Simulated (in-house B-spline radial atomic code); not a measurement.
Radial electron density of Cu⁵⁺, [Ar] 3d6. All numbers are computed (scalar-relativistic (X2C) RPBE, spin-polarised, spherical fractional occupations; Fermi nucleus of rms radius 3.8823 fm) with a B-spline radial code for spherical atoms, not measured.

One-electron X2C: radii and densities carry no picture-change correction, so inner-shell <1/r> comes out high (for 1s by about 2 % at Z = 33, 5 % at 54, 10 % at 75, 30 % at 118) and <r> low.

Columns: r (bohr), 4πr²n(r) (electrons per bohr), bar.

```
 0.00198    1.002 #
 0.00237    1.369 #
 0.00282    1.845 ##
 0.00336    2.481 ###
 0.00401    3.328 ####
 0.00478    4.426 #####
 0.00571    5.858 ######
  0.0068    7.645 ########
 0.00811    9.885 ###########
 0.00968    12.62 ##############
  0.0115    15.76 #################
  0.0138    19.53 #####################
  0.0164    23.39 ##########################
  0.0196    27.39 ##############################
  0.0233    30.93 ##################################
  0.0278    33.73 #####################################
  0.0332    35.24 ######################################
  0.0396    35.15 ######################################
  0.0472    33.56 #####################################
  0.0563    31.06 ##################################
  0.0671    28.79 ###############################
  0.0801    28.05 ###############################
  0.0955    29.75 ################################
   0.114    33.67 #####################################
   0.136    38.07 ##########################################
   0.162    40.32 ############################################
   0.193    38.41 ##########################################
    0.23    32.27 ###################################
   0.275     24.3 ###########################
   0.328    18.55 ####################
   0.391    17.21 ###################
   0.466     19.3 #####################
   0.555    21.44 #######################
   0.662    20.68 #######################
    0.79    16.54 ##################
   0.942    10.89 ############
    1.12    5.941 ######
    1.34    2.585 ###
     1.6   0.9256 #
    1.91   0.2681 
    2.27   0.0621 
    2.71 0.009912
```

On this grid the curve has 3 maxima, near 0.0332, 0.162, 0.555 bohr.

The 3d down radial function P(r) = rR(r), positive near the nucleus:

```
r (bohr)         P
  0.0164  0.001188
  0.0233  0.003152
  0.0332  0.008237
  0.0472    0.0207
  0.0671   0.04971
  0.0955    0.1125
   0.136    0.2349
   0.193    0.4375
   0.275     0.716
   0.391    0.9894
   0.555     1.125
    0.79     1.013
    1.12    0.6987
     1.6    0.3425
    2.27    0.1058
```
